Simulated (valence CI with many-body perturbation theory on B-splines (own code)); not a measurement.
E1 line list for Sn I

Computed by valence CI with perturbative core correlation (CI+MBPT): four valence electrons over a frozen Dirac-Fock core [Kr] 4d10, radial functions for each j: 11 s, 11 p, 9 d, 7 f, 5 g, 2 h, 1 i, with the one-electron correlation potential Σ1, the two-electron term Σ2, the three-electron term Σ3, Breit, model QED; selected CI, second order for the rest, scaled by the run's own slope (own B-spline code, finite nucleus).

Against 31 measured levels this calculation errs by 50 cm⁻¹ on average and by 287 at most. These come from a selection out of the NIST Handbook of Basic Atomic Spectroscopic Data. Levels without a partner in it may be off by more. Among the levels kept, up to 400 cm⁻¹ of a level comes from second order outside the variational space, and about a tenth of that is noise between levels of different J, which matters for small intervals.

Lines 51 to 100 of 207 in falling wavelength, among levels below 54266 cm⁻¹, chosen from the strongest by gf and those to the six lowest levels. Wavelengths and rates use the calculated energies, so an error of 50 cm⁻¹ moves a line at 19020 Å by 0.95 % and its rate by three times that or more. Electric multipoles are in the length gauge, E1 and E2 with the static RPA response of the core. Weak lines are less certain than strong ones. Lines between different terms over intervals too small for the method are left out, as are lines whose strength nearly cancels. Where a level lies close to another of its J and parity, the split of strength between their lines is uncertain. The highest levels of a list are the least certain.

Levels are named by their leading jj configuration (3d3/2^4 stands for four electrons in 3d with j = 3/2), which in mixed levels can hold well under half, so a name can repeat and another be missing.

| λ vac (Å) | λ from measured levels | Upper | Lower | A (s⁻¹) | log gf | Branch % |
| --- | --- | --- | --- | --- | --- | --- |
| 19020 | 18870 | (5s^2 5p3/2 5d5/2) J=2 | (5s^2 5p1/2 6p3/2) J=1 | 8.80e+05 | -0.62 | 0.6 |
| 18700 |  | (5s^2 5p3/2 7s) J=2 | (5s^2 5p3/2 6p3/2) J=3 | 5.81e+06 | 0.18 | 9.9 |
| 18130 |  | (5s^2 5p1/2 7d5/2) J=3 | (5s^2 5p3/2 6p3/2) J=2 | 2.47e+06 | -0.07 | 5.9 |
| 17490 |  | (5s^2 5p1/2 7d5/2) J=2 | (5s^2 5p3/2 6p1/2) J=1 | 5.33e+05 | -0.91 | 0.9 |
| 17210 |  | (5s^2 5p1/2 7s) J=0 | (5s^2 5p1/2 6p1/2) J=1 | 4.03e+06 | -0.75 | 6.0 |
| 17160 |  | (5s^2 5p1/2 7s) J=1 | (5s^2 5p1/2 6p1/2) J=1 | 2.90e+06 | -0.42 | 5.3 |
| 16700 |  | (5s^2 5p1/2 8p3/2) J=2 | (5s^2 5p1/2 7s) J=1 | 6.44e+05 | -0.87 | 26.9 |
| 16590 |  | (5s^2 5p3/2 7s) J=1 | (5s^2 5p3/2 6p3/2) J=1 | 6.50e+06 | -0.09 | 7.8 |
| 15900 |  | (5s^2 5p1/2 7d5/2) J=2 | (5s^2 5p3/2 6p1/2) J=2 | 1.53e+06 | -0.54 | 2.5 |
| 15880 | 15810 | (5s^2 5p3/2 5d5/2) J=1 | (5s^2 5p1/2 6p1/2) J=0 | 1.21e+06 | -0.86 | 1.3 |
| 15730 |  | (5s^2 5p1/2 8s) J=1 | (5s^2 5p3/2 6p3/2) J=1 | 1.64e+06 | -0.74 | 3.1 |
| 15490 | 15470 | (5s^2 5p3/2 5d3/2) J=3 | (5s^2 5p1/2 6p3/2) J=2 | 2.88e+06 | -0.14 | 1.5 |
| 15460 |  | (5s^2 5p1/2 7d5/2) J=3 | (5s^2 5p3/2 6p1/2) J=2 | 1.79e+06 | -0.35 | 4.3 |
| 15310 |  | (5s^2 5p1/2 7p3/2) J=2 | (5s^2 5p1/2 5d5/2) J=3 | 5.91e+05 | -0.98 | 9.6 |
| 15190 | 15060 | (5s^2 5p3/2 5d3/2) J=1 | (5s^2 5p1/2 6p1/2) J=1 | 1.10e+06 | -0.94 | 0.7 |
| 14910 |  | (5s^2 5p1/2 7d5/2) J=3 | (5s^2 5p3/2 6p3/2) J=3 | 2.04e+06 | -0.32 | 4.9 |
| 14880 | 14800 | (5s^2 5p3/2 5d5/2) J=1 | (5s^2 5p1/2 6p3/2) J=1 | 1.04e+06 | -0.99 | 1.1 |
| 14490 |  | (5s^2 5p1/2 7d3/2) J=1 | (5s^2 5p3/2 6p3/2) J=1 | 8.73e+05 | -1.08 | 1.3 |
| 14430 |  | (5s^2 5p1/2 7d5/2) J=2 | (5s^2 5p3/2 6p3/2) J=1 | 6.15e+05 | -1.02 | 1.0 |
| 13810 | 13610 | (5s^2 5p3/2 6p3/2) J=1 | (5s^2 5p3/2 6s) J=1 | 1.17e+07 | 0.00 | 74.1 |
| 13660 | 13460 | (5s^2 5p1/2 6p1/2) J=1 | (5s^2 5p1/2 6s) J=1 | 9.60e+06 | -0.09 | 69.7 |
| 13210 |  | (5s^2 5p1/2 6d5/2) J=2 | (5s^2 5p1/2 6p3/2) J=1 | 1.00e+07 | 0.12 | 28.1 |
| 13180 | 12980 | (5s^2 5p1/2 6p1/2) J=1 | (5s^2 5p1/2 6s) J=0 | 4.09e+06 | -0.50 | 29.7 |
| 13030 |  | (5s^2 5p1/2 6d3/2) J=1 | (5s^2 5p1/2 6p1/2) J=0 | 4.33e+06 | -0.48 | 6.2 |
| 13000 |  | (5s^2 5p1/2 6d3/2) J=2 | (5s^2 5p1/2 6p3/2) J=2 | 2.25e+06 | -0.54 | 11.1 |
| 12970 |  | (4f5/2 5s^2 5p1/2) J=3 | (5s^2 5p1/2 5d5/2) J=3 | 9.04e+05 | -0.80 | 4.8 |
| 12960 |  | (4f7/2 5s^2 5p1/2) J=4 | (5s^2 5p1/2 5d5/2) J=3 | 1.62e+07 | 0.56 | 93.2 |
| 12950 |  | (4f7/2 5s^2 5p1/2) J=3 | (5s^2 5p1/2 5d5/2) J=3 | 8.22e+05 | -0.84 | 4.7 |
| 12900 | 12850 | (5s^2 5p3/2 5d5/2) J=1 | (5s^2 5p1/2 6p1/2) J=1 | 2.81e+06 | -0.68 | 3.0 |
| 12790 |  | (4f5/2 5s^2 5p1/2) J=2 | (5s^2 5p1/2 5d3/2) J=1 | 1.19e+07 | 0.16 | 71.1 |
| 12720 | 12540 | (5s^2 5p3/2 6p3/2) J=1 | (5s^2 5p3/2 6s) J=2 | 1.66e+06 | -0.92 | 10.5 |
| 12680 | 12530 | (5s^2 5p3/2 6p1/2) J=2 | (5s^2 5p3/2 6s) J=1 | 1.96e+06 | -0.63 | 9.8 |
| 12250 |  | (4f5/2 5s^2 5p1/2) J=3 | (5s^2 5p1/2 5d5/2) J=2 | 3.42e+06 | -0.27 | 18.0 |
| 12240 |  | (4f7/2 5s^2 5p1/2) J=3 | (5s^2 5p1/2 5d5/2) J=2 | 1.29e+07 | 0.31 | 73.2 |
| 12100 | 11940 | (5s^2 5p3/2 6p3/2) J=3 | (5s^2 5p3/2 6s) J=2 | 1.81e+07 | 0.44 | 100.0 |
| 12040 |  | (5s^2 5p1/2 6d5/2) J=3 | (5s^2 5p1/2 6p3/2) J=2 | 6.82e+06 | 0.02 | 4.2 |
| 11970 | 11830 | (5s^2 5p1/2 6p3/2) J=1 | (5s^2 5p1/2 6s) J=1 | 4.86e+06 | -0.50 | 24.6 |
| 11890 | 11740 | (5s^2 5p1/2 6p3/2) J=2 | (5s^2 5p1/2 6s) J=1 | 1.91e+07 | 0.31 | 99.9 |
| 11830 | 11700 | (5s^2 5p3/2 6p1/2) J=1 | (5s^2 5p3/2 6s) J=1 | 1.39e+06 | -1.06 | 6.5 |
| 11760 | 11620 | (5s^2 5p3/2 6p1/2) J=2 | (5s^2 5p3/2 6s) J=2 | 1.75e+07 | 0.26 | 88.0 |
| 11620 |  | (4f5/2 5s^2 5p1/2) J=3 | (5s^2 5p1/2 5d3/2) J=2 | 1.39e+07 | 0.30 | 73.5 |
| 11610 |  | (4f7/2 5s^2 5p1/2) J=3 | (5s^2 5p1/2 5d3/2) J=2 | 2.43e+06 | -0.46 | 13.8 |
| 11600 |  | (4f5/2 5s^2 5p1/2) J=2 | (5s^2 5p1/2 5d3/2) J=2 | 2.37e+06 | -0.62 | 14.2 |
| 11600 | 11460 | (5s^2 5p1/2 6p3/2) J=1 | (5s^2 5p1/2 6s) J=0 | 1.47e+07 | -0.05 | 74.3 |
| 11390 | 11260 | (5s^2 5p1/2 6p1/2) J=0 | (5s^2 5p1/2 6s) J=1 | 2.06e+07 | -0.40 | 98.8 |
| 11390 |  | (5s^2 5p1/2 6d3/2) J=2 | (5s^2 5p1/2 6p1/2) J=1 | 8.92e+06 | -0.06 | 43.9 |
| 11310 | 11190 | (5s^2 5p3/2 6p3/2) J=2 | (5s^2 5p3/2 6s) J=1 | 1.78e+07 | 0.23 | 82.0 |
| 11020 | 10900 | (5s^2 5p3/2 6p1/2) J=1 | (5s^2 5p3/2 6s) J=2 | 1.98e+07 | 0.03 | 91.8 |
| 10570 | 10460 | (5s^2 5p3/2 6p3/2) J=2 | (5s^2 5p3/2 6s) J=2 | 3.67e+06 | -0.51 | 16.9 |
| 10490 |  | (5s^2 5p1/2 8s) J=1 | (5s^2 5p1/2 6p3/2) J=2 | 1.63e+06 | -1.09 | 3.1 |

Q: How does gf follow from A for the line at 14910 Å?

A: gf = 1.4992 × (2J+1)_upper × A / σ², with σ = 6708 cm⁻¹ and 2J+1 = 7: gf = 0.475.
